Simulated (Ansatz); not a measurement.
Gas-phase electronic energies from Ansatz, PBE0-D4/def2-TZVP geometries. CBS: MP2 limit from def2 TZ/QZ plus the TZ coupled-cluster correction, frozen cores. This one scheme is used for every species. Functionals use def2-TZVPP. B3LYP here is the variant with VWN-RPA as its local correlation; programs differ in this. HSE06 is defined as in plane-wave codes. For Zn outer-core shells are correlated without core-valence functions, which leaves a few kJ/mol of doubt a bond. Scalar relativity is left out up to krypton. Each species was taken in one conformer, which may not be the lowest.

Consider the cleavage of the B–Zn bond: `CO[BH][ZnH]` + H–F → `COBF` + `[ZnH2]`.

```
         level  ΔE (kJ/mol)  difference from CCSD(T)/CBS
   LDA (SPW92)       -175.8                         -5.7
     r2SCAN-D4       -184.5                        -14.4
    r2SCANh-D4       -185.2                        -15.1
           PBE       -168.6                          1.5
        revPBE       -166.6                          3.5
         B3LYP       -184.6                        -14.5
         HSE06       -175.0                         -4.9
     CAM-B3LYP       -191.3                        -21.2
 CCSD/def2-SVP       -195.2                        -25.1
MP2/def2-TZVPP       -176.2                         -6.1
   CCSD(T)/CBS       -170.1                            0
```

Largest T1 diagnostic among the species: 0.016.

Leaving LDA and LC-ωPBE aside and taking each functional with its dispersion term where it has one, the values, not all of them listed here, spread over 32.4 kJ/mol, from B97M-V to revPBE-D4. LDA lies −7.2 kJ/mol from PBE without D4. In def2-TZVPP, CCSD(T) changes the Hartree–Fock value by +34.5 kJ/mol (the triples alone add +4.2 kJ/mol) and MP2 by +35.1 kJ/mol.
